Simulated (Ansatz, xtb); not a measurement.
# Two conformers of C2H6AlCl

We compare X, `C[CH2][AlH][Cl]`, a singlet, with Y, `C[CH2][AlH][Cl]`, a singlet. Both are isolated molecules in the gas phase, relaxed with B3LYP-D3(BJ)/6-311G**.

X (Å):

```xyz
10

C    -0.5920    2.1577   -0.9477
C     0.5934    1.3518   -0.3872
Al    0.5653   -0.5802   -0.6868
Cl   -1.0776   -1.4095   -1.7487
H    -0.4901    3.2257   -0.7327
H    -0.6767    2.0464   -2.0315
H    -1.5415    1.8249   -0.5211
H     0.6847    1.5111    0.6963
H     1.5400    1.7303   -0.7974
H     1.6637   -1.6027   -0.2083
```

Y (Å):

```xyz
10

C     0.7702   -1.9933    0.0838
C     1.7235   -0.8346    0.4319
Al    1.9342    0.5303   -0.9530
Cl    3.2337    2.1609   -0.5424
H     0.6993   -2.7174    0.9010
H    -0.2434   -1.6368   -0.1214
H     1.1024   -2.5389   -0.8042
H     2.7220   -1.2205    0.6746
H     1.3942   -0.3306    1.3496
H     1.2293    0.5456   -2.3622
```

Problem. Which of the two would you expect CCSD(T)/def2-SVP + ΔMP2/def2-TZVPP electronic energies to favour?

Solution. Too close to call at this level: CCSD(T)/def2-SVP + ΔMP2/def2-TZVPP gives E(Y) − E(X) = +0.30 kcal/mol.

The same difference at several levels:

| level | geometry | E(Y) − E(X) (kcal/mol) | departure from the last row (kcal/mol) | job, with rough time for the two |
| --- | --- | --- | --- | --- |
| B3LYP-D3(BJ)/6-311G** | B3LYP-D3(BJ)/6-311G** | +0.32 | +0.02 | optimisation, 49 s |
| HF/def2-SVP | B3LYP-D3(BJ)/6-311G** | +0.06 | −0.23 | part of the CCSD(T) run |
| MP2/def2-SVP | B3LYP-D3(BJ)/6-311G** | +0.32 | +0.03 | part of the CCSD(T) run |
| CCSD(T)/def2-SVP | B3LYP-D3(BJ)/6-311G** | +0.30 | 0.00 | single point |
| CCSD(T)/def2-SVP + ΔMP2/def2-TZVPP | B3LYP-D3(BJ)/6-311G** | +0.30 |  | single point, 17 s |

The largest departure from CCSD(T)/def2-SVP + ΔMP2/def2-TZVPP is that of HF/def2-SVP, 0.23 kcal/mol. Levels run at GFN2-xTB geometries aren't shown. The last row adds to CCSD(T) the change of the MP2 difference between the two basis sets, here 0.00 kcal/mol.

With harmonic frequencies from B3LYP-D3(BJ)/6-311G** (ideal gas, rigid rotor, one conformer each, 298.15 K, 1 atm): on the last row, ΔE + ΔZPE = +0.23 kcal/mol. A mode under 50 cm⁻¹ makes harmonic enthalpies and free energies unreliable, so none is given.

The correlated steps freeze 12 core orbitals. Run with Ansatz 0.2.0; the last row on 2 threads of Arm Neoverse V1 on a shared host.
